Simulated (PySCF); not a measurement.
Delta-SCF ions had no search for a lower state. 

Cartesian coordinates (Å):
SMILES: [SiH2]=N[SiH3]
```xyz
8

Si    -1.7435     0.3872    -0.0311
N     -0.1976     0.2078     0.0682
Si     1.3877    -0.2843    -0.2484
H     -2.6180    -0.2306    -1.0500
H     -2.5119     1.2173     0.9133
H      2.2381     0.8965    -0.5275
H      1.9442    -0.9937     0.9274
H      1.5010    -1.2003    -1.4123
```
Charge 0, spin multiplicity 1.

Task: Predict the HOMO, vertical ionisation energy (Delta-SCF) and HOMO–LUMO gap from CAM-B3LYP-D3(BJ)/def2-TZVP in PySCF 2.14.0.

Result: 
```
Property                                   Value
--------------------------------------  --------
HOMO                                    -8.56 eV
vertical ionisation energy (Delta-SCF)   9.23 eV
HOMO–LUMO gap                            7.58 eV
```
